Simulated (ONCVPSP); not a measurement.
**Configuration tests for fluorine (F) (ONCV)**

fluorine (F), optimised norm-conserving Vanderbilt (ONCV), made with ONCVPSP 4.0.1 (PBEsol, scalar-relativistic). Core [He], reference 2s1 2p6. Waves: 2s: rc 0.85 bohr, ncon 3, nbas 7, qcut 6.5 1/bohr, local; 2p: rc 1.15 bohr, ncon 4, nbas 9, qcut 12.7 1/bohr, 2 projectors, debl 2.6 Ha. Local part: the s channel. Core correction: none.

Energies are relative to the spin-unpolarised reference configuration 2s1 2p6; without spin polarisation the order of configurations can differ from experiment.

(1) Give the all-electron excitation energy and the error of the potential for: 2s2 2p5; 2s2 2p4; 2s2 2p3; 2s1 2p5.

Note: ghosts flagged at negative energy: p at -336.6 eV; no localised positive-energy state flagged. A true bound ghost makes a file unfit for plane-wave use.

## Answers

(1)

| valence configuration | charge | ΔE all-electron (eV) | error AE − PS (meV) |
| --- | --- | --- | --- |
| 2s2 2p5 | 0 | -18.696 | +32 |
| 2s2 2p4 | +1 | 0.621 | +96 |
| 2s2 2p3 | +2 | 38.899 | +291 |
| 2s1 2p5 | +1 | 19.609 | +6.6 |
